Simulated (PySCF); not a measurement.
²⁹Si chemical shifts

PySCF 2.14 calculation with coordinates at the GFN2-xTB level and shieldings: GIAO PBE0/pcSseg-1; no relativistic terms, equivalent nuclei averaged, no solvent model, single conformer.

Shieldings were converted by a linear fit to measured shifts: ²⁹Si: δ = 279.94 − 0.822σ (rms 8.9 ppm, 72 shifts, 25.8 ppm with the 6 outliers that the fit left out vs TMS, solution or neat liquid). A few per cent of atoms miss by over 2 rms, more outside the fitted compound classes.

Task: Give the ²⁹Si shifts of `CC(=O)[C@@H]1C[Si@H](C)O[C@@H]1C`, `CC(=O)O[Si@@H](CF)N(C)C`, `C#C[Si@@H]([SiH2]C)[SiH]1CC1`, `CO[SiH2]C([SiH2]C)=C(F)F`.

Result: 
```tsv
compound	environment	δ (ppm)
CC(=O)[C@@H]1C[Si@H](C)O[C@@H]1C	silicon bonded to 2 C, O, H, in a 5-membered ring	8.0
CC(=O)O[Si@@H](CF)N(C)C	silicon bonded to C, N, O, H	-33.4
[CH:1]#[C:2][Si@@H:3]([SiH2:4][CH3:5])[SiH:6]1[CH2:7][CH2:8]1	Si4: silicon bonded to C, Si, 2 H	-69.7
[CH:1]#[C:2][Si@@H:3]([SiH2:4][CH3:5])[SiH:6]1[CH2:7][CH2:8]1	Si3: silicon bonded to C, 2 Si, H	-90.4
[CH:1]#[C:2][Si@@H:3]([SiH2:4][CH3:5])[SiH:6]1[CH2:7][CH2:8]1	Si6: silicon bonded to 2 C, Si, H, in a 3-membered ring	-152.6
[CH3:1][O:2][SiH2:3][C:4]([SiH2:5][CH3:6])=[C:7]([F:8])[F:9]	Si3: silicon bonded to C, O, 2 H	-26.9
[CH3:1][O:2][SiH2:3][C:4]([SiH2:5][CH3:6])=[C:7]([F:8])[F:9]	Si5: silicon bonded to 2 C, 2 H	-47.3
```

Task: Match the shifts 33.6, 11.8, -17.2, -35.8, -72.4 ppm to `C[Si](C)(C)n1ncc(C#N)n1`, `[SiH3]C[C@]12C=C[C@@H]3[C@H](C=C1)[C@@H]32`, `C#CC[Si](P)(P)Cl`, `C=C(O[SiH2]O)C1CCCC1`, `C=CC(=C)C[Si](O)(O)CC`.

Result: 33.6: C#CC[Si](P)(P)Cl (silicon bonded to C, Cl, 2 P); 11.8: C[Si](C)(C)n1ncc(C#N)n1 (silicon bonded to 3 C, N); -17.2: C=CC(=C)C[Si](O)(O)CC (silicon bonded to 2 C, 2 O); -35.8: C=C(O[SiH2]O)C1CCCC1 (silicon bonded to 2 O, 2 H); -72.4: [SiH3]C[C@]12C=C[C@@H]3[C@H](C=C1)[C@@H]32 (silicon bonded to C, 3 H).
